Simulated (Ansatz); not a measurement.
Input for Ansatz (a quantum-chemistry and plane-wave program): U-CCSD(T)/def2-SVP on FHTe (SMILES F[TeH]), a point of a bond scan (R = 2.252 Å). Elements past Kr take the def2 small-core potentials; no spin–orbit coupling. The run froze 10 orbitals, filled d shells among them.

Ansatz 0.2 input:
```yaml
crystal:
  periodic: [false, false, false]
  atoms:
    - {symbol: Te, position_ang: [0.18518663, -0.06058026, 0.20051425]}
    - {symbol: H, position_ang: [1.70619657, -0.39651953, -1.42553564]}
    - {symbol: F, position_ang: [-1.21572950, 0.38439975, -1.04697488]}
basis:
  gaussian:
    orbitals: def2-SVP
correlation: {method: ccsd_t, electrons: outside_noble_gas}
scf: {omitted_lower_state_checks: [cluster_reference]}
magnetization: {spin_polarized: true, initial_magnetization: 0}
```

Program output:

```
WARN ansatz: RAYON_NUM_THREADS=1 ignored (pool sized by the plan → 1); use --threads N
Functional definition: HF
these checks for a lower state are left out or cut short: cluster_reference
integrals: 0.02 GiB planned
511 factors; integrals over basis functions are off by at most 6.4e-4 eV
mean field: 0.12 GiB planned
mean field evaluation 1: about -9980.8539 eV, gradient 1.7e1 eV
mean field evaluation 2: about -9980.9416 eV, gradient 1.7e1 eV
mean field evaluation 4: about -9982.1681 eV, gradient 1.1e0 eV
mean field evaluation 8: about -9982.1823 eV, gradient 2.8e-3 eV
mean field evaluation 16: about -9982.2837 eV, gradient 8.2e-1 eV
mean field evaluation 32: about -9982.3632 eV, gradient 3.3e-2 eV
mean field -9982.36327939 eV, -366.8450842289 hartree, gradient 4.3e-6 eV, S^2 0.431415; 6 other end points of the search recorded, 0 dependent functions left out
10 core orbitals not correlated
reference -9982.36327939 eV, -366.8450842289 hartree; 7, 7 occupied and 28, 28 virtual orbitals, 511 factors
second order -7.58533928 eV of doubles, -0.00000000 eV of singles
coupled cluster: 0.09 GiB planned
cycle   1  -7.75458197 eV  change   -1.7e-1 eV  update   9.9e-2
cycle   2  -8.02793239 eV  change   -2.7e-1 eV  update   5.6e-2
cycle   3  -8.23447567 eV  change   -2.1e-1 eV  update   4.6e-2
cycle   4  -8.36024431 eV  change   -1.3e-1 eV  update   3.3e-2
cycle   5  -8.45013583 eV  change   -9.0e-2 eV  update   1.9e-2
cycle   6  -8.47110313 eV  change   -2.1e-2 eV  update   8.5e-3
cycle   7  -8.47612101 eV  change   -5.0e-3 eV  update   2.8e-3
cycle   8  -8.47819457 eV  change   -2.1e-3 eV  update   1.1e-3
cycle   9  -8.47865239 eV  change   -4.6e-4 eV  update   5.4e-4
cycle  10  -8.47838336 eV  change    2.7e-4 eV  update   2.2e-4
cycle  11  -8.47852801 eV  change   -1.4e-4 eV  update   1.1e-4
cycle  12  -8.47856689 eV  change   -3.9e-5 eV  update   5.1e-5
cycle  13  -8.47855845 eV  change    8.4e-6 eV  update   2.5e-5
cycle  14  -8.47854094 eV  change    1.8e-5 eV  update   1.1e-5
cycle  15  -8.47854135 eV  change   -4.0e-7 eV  update   3.8e-6
coupled cluster: 0.09 GiB planned
perturbative correction -0.21835225 eV, -0.0080242971 hartree
Total energy: -9991.06017299 eV, -367.1646891735 hartree
Checks for a lower state left out: cluster_reference
```

The run converged. Its determinant has ⟨S²⟩ = 0.43, a mixture of spin states.

Cost: about 1.6 core-seconds (a rough figure).
